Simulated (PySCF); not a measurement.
1-butanol (C₄H₁₀O), SMILES CCCCO.

Geometry: TPSSh-D3(BJ)/def2-SVP. The values are those of a single conformer.

Method: SMD-B3LYP/def2-SVP run with PySCF.

Solvation free energies are E(SMD) − E(gas) at the gas-phase geometry, for 1 M in both phases. In vacuum the dipole moment is 1.48 D.

Q: Estimate the solvation free energies in water, cyclohexanone, chloroform. (Estimate from the structure and the level; the computed values follow.)

A: 
| solvent | ΔG(solv) (kcal/mol) | its non-electrostatic (CDS) part | dipole (D) |
|---|---|---|---|
| water | -3.4 | 2.9 | 2.04 |
| cyclohexanone | -4.2 | -1.6 | 1.79 |
| chloroform | -5.0 | -2.1 | 1.75 |
